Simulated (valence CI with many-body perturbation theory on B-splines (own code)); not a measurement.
**How close is CI+MBPT for In I?**

Calculated by relativistic CI+MBPT: three valence electrons over a frozen Dirac-Fock core [Kr] 4d10, a basis of 11 s, 11 p, 9 d, 7 f, 5 g, 2 h, 1 i functions for each j, with the one-electron correlation potential Σ1 (screened to all orders), the two-electron term Σ2, the three-electron term Σ3, Breit, model QED; selected single and double excitations, second order for the rest (own B-spline code, finite nucleus).

Against 12 measured levels this calculation errs by 138 cm⁻¹ on average and by 460 at most. These come from a selection out of the NIST Handbook of Basic Atomic Spectroscopic Data. Levels without a partner in it may be off by more.

Measured levels: NIST Handbook of Basic Atomic Spectroscopic Data (Sansonetti and Martin, J. Phys. Chem. Ref. Data 34, 1559 (2005)). Pairs share parity and J, and are chosen by configuration, term and nearness in energy; levels without a clear partner are left out. Energies in cm⁻¹ above the measured ground level. The last column is blank where CI alone has no clear partner.

| Computed label | Label in the source | Measured | Computed | Difference | CI alone, difference |
| --- | --- | --- | --- | --- | --- |
| 5s2.5p 2P°_1/2 | 5p 2P° | 0 | 0.0 | 0 | 0 |
| 5s2.5p 2P°_3/2 | 5p 2P° | 2212.6 | 2213.5 | +1 | -334 |
| 5s2.6s 2S_1/2 | 6s 2S | 24373.0 | 24532.8 | +160 | -1258 |
| 5s2.6p 2P°_1/2 | 6p 2P° | 31817.0 | 31871.6 | +55 | -1527 |
| 5s2.6p 2P°_3/2 | 6p 2P° | 32115.2 | 32165.8 | +51 | -1554 |
| 5s2.5d 2D_3/2 | 5d 2D | 32892.2 | 32902.6 | +10 |  |
| 5s2.5d 2D_5/2 | 5d 2D | 32915.5 | 32924.0 | +8 | -2250 |
| 5s.5p2 4P_1/2 | 5s 5p2 4P | 34977.7 | 34517.5 | -460 | -5232 |
| 5s.5p2 4P_3/2 | 5s 5p2 4P | 36020.8 | 35562.2 | -459 |  |
| 5s2.7s 2S_1/2 | 7s 2S | 36301.8 | 36302.3 | 0 | -1609 |
| 5s.5p2 4P_5/2 | 5s 5p2 4P | 37451.9 | 37001.7 | -450 | -5476 |
| 5s2.6d 2D_3/2 | 6d 2D | 39048.5 | 39048.7 | 0 | -2082 |
| 5s2.6d 2D_5/2 | 6d 2D | 39098.4 | 39096.7 | -2 | -2077 |

Over 12 excited levels the mean absolute difference is 138 cm⁻¹, the median 30 and the largest 460. For the 10 levels that pair on every rung the mean is CI alone 2340, + Σ1 1727, + Σ2 117, + Σ3 115, + Breit 100, + QED 119. The comparison draws on a selection of the measured levels: 13 of the 22 computed ones have a partner in it, and others may be off by more.

Rates against NIST Handbook of Basic Atomic Spectroscopic Data (Sansonetti and Martin, J. Phys. Chem. Ref. Data 34, 1559 (2005)):

```tsv
λ vac, measured (nm)	Upper	Lower	A computed (s⁻¹)	A tabulated (s⁻¹)
271.11	5s2.6d 2D_5/2	5s2.5p 2P°_3/2	2.28e+07	2.70e+07
275.47	5s2.7s 2S_1/2	5s2.5p 2P°_1/2	1.33e+07	1.30e+07
293.35	5s2.7s 2S_1/2	5s2.5p 2P°_3/2	2.22e+07	2.30e+07
304.02	5s2.5d 2D_3/2	5s2.5p 2P°_1/2	1.14e+08	1.11e+08
325.70	5s2.5d 2D_5/2	5s2.5p 2P°_3/2	1.32e+08	1.30e+08
325.95	5s2.5d 2D_3/2	5s2.5p 2P°_3/2	2.29e+07	3.00e+07
410.29	5s2.6s 2S_1/2	5s2.5p 2P°_1/2	5.16e+07	5.00e+07
451.26	5s2.6s 2S_1/2	5s2.5p 2P°_3/2	9.18e+07	8.90e+07
```
